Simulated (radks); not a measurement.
Results of a calculation; reference values are marked as such.
Q: All-electron atom: the thallium ion Tl3+ in [Xe] 4f14 5d10 (the NIST ground configuration). Level of theory: scalar-relativistic Kohn-Sham, LB94 model potential, spin-polarised, spherical densities, finite nucleus; Fermi nuclear charge, rms radius 5.4759 fm (a radial shooting solver on a logarithmic mesh with Libxc functionals). Some entries of the table are withheld. Estimate them.

orbital,occ.,eigenvalue (hartree),<r> (bohr),<1/r> (bohr^-1)
1s,2,-3156.608,0.01630,99.49
2s,2,-563.8659,0.06865,23.36
2p,6,-485.5636,0.06223,20.63
3s,2,-135.9167,0.1773,8.653
3p,6,-113.3633,(1),7.861
3d,10,-89.90671,0.1621,7.389
4s,2,-31.39554,0.3921,3.710
4p,6,-24.03351,0.4180,3.341
4d,10,-15.36456,0.4397,3.006
5s,2,-6.23777,(2),1.569
4f,14,(3),(4),2.617
5p,6,-4.19336,1.003,1.333
5d,10,(5),1.339,0.9748

A: 
(1) 3p <r> (bohr): 0.1789
(2) 5s <r> (bohr): 0.8714
(3) 4f eigenvalue (hartree): -5.76015
(4) 4f <r> (bohr): 0.4650
(5) 5d eigenvalue (hartree): -1.93776
